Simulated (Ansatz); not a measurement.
Calculated with Ansatz (gas phase, PBE0-D4/def2-TZVP geometries, no zero-point term in ΔE). CBS: MP2 limit from def2 TZ/QZ plus the TZ coupled-cluster correction, frozen cores. This one scheme is used for every species. Functionals use def2-TZVPP. B3LYP here is the variant with VWN-RPA as its local correlation; programs differ in this. One conformer a species, not always the lowest.

`C[O][AlH][F]` + `NCN[SiH2]N` → `N[SiH2][NH][AlH][F]` + `COCN`  (formal exchange of groups at the Al–O bond)

`C[O][AlH][F]`:

Cartesian coordinates in Å:
```
C -1.009 -0.159 0.788
O 0.328 0.119 0.487
Al 1.310 0.221 -0.860
F 0.681 -0.056 -2.359
H -1.461 0.695 1.301
H -1.602 -0.374 -0.108
H -1.069 -1.025 1.455
H 2.823 0.579 -0.704
```

`NCN[SiH2]N`:

Z-matrix (Å, degrees):
```
C
N 1 1.434
N 1 1.450 2 109.9
H 1 1.099 2 112.5 3 -119.0
H 1 1.103 2 107.0 3 124.4
Si 2 1.715 1 125.7 3 -138.0
H 2 1.009 1 112.8 3 53.2
H 3 1.013 1 110.1 2 65.5
H 3 1.013 1 111.1 2 -174.6
N 6 1.717 2 120.9 1 -72.1
H 6 1.484 2 104.1 1 167.5
H 6 1.487 2 106.9 1 46.1
H 10 1.007 6 121.9 2 -66.9
H 10 1.007 6 120.8 2 83.7
```

`N[SiH2][NH][AlH][F]`:

Cartesian coordinates in Å:
```
N 1.217 -1.728 -0.332
Si 0.939 -0.037 -0.277
N -0.433 0.327 0.704
Al -1.870 1.309 0.383
F -2.045 2.011 -1.098
H 2.160 -2.079 -0.372
H 0.568 -2.359 -0.772
H 2.210 0.517 0.265
H 0.639 0.610 -1.584
H -0.392 -0.095 1.625
H -2.994 1.524 1.458
```

`COCN`:

```xyz
11

C     0.804   -0.856    0.845
O    -0.557   -0.658    0.583
C    -0.842    0.590   -0.018
N    -0.414    0.771   -1.368
H     1.217   -0.043    1.459
H     0.900   -1.793    1.394
H     1.401   -0.934   -0.074
H    -1.930    0.673    0.022
H    -0.405    1.395    0.590
H    -0.766    0.040   -1.972
H     0.592    0.816   -1.459
```

```
             level  ΔE (kcal/mol)
            PBE-D4            4.5
         r2SCAN-D4            3.9
          B3LYP-D4            5.3
           ωB97X-V            4.6
           ωB97M-V            4.6
               PBE            4.5
            r2SCAN            3.9
SCS-MP2/def2-TZVPP            5.1
```

Problem. What does CCSD(T)/CBS give? (An estimate is asked.)

Solution. Computed: +4.8 kcal/mol. The listed levels differ from it by -0.3, -0.9, 0.5, -0.2, -0.2, -0.3, -0.9, 0.3 kcal/mol.

Largest T1 diagnostic among the species: 0.013.
